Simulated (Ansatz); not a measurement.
`N#C[Si](Cl)(Cl)C#N` + `CC[Se]C` → `C[Si](Cl)(Cl)C#N` + `C[Se]CC#N`  (redistribution)

Isolated molecules relaxed with PBE0-D4/def2-TZVP in Ansatz; ΔE leaves out vibrations. CCSD(T)/CBS is the MP2 limit (def2-TZVPP, def2-QZVPP) plus CCSD(T) − MP2 in def2-TZVPP, frozen cores. For Se outer-core shells are correlated without core-valence functions, which leaves a few kJ/mol of doubt a bond. Scalar relativity is left out up to krypton. Each species was taken in one conformer, which may not be the lowest.

| species | CCSD(T)/CBS(def2) energy (Eh) |
| --- | --- |
| `N#C[Si](Cl)(Cl)C#N` | -1394.22558 |
| `CC[Se]C` | -2519.67925 |
| `C[Si](Cl)(Cl)C#N` | -1341.36541 |
| `C[Se]CC#N` | -2572.55093 |

(1) Work out ΔE.

Largest T1 diagnostic among the species: 0.012.

## Answers

(1) ΔE = (-1341.36541) + (-2572.55093) − (-1394.22558) − (-2519.67925) = -0.01151 Eh = -7.2 kcal/mol.

In def2-TZVPP, CCSD(T) changes the Hartree–Fock value by +1.1 kcal/mol (the triples alone add +0.2 kcal/mol) and MP2 by +1.1 kcal/mol.
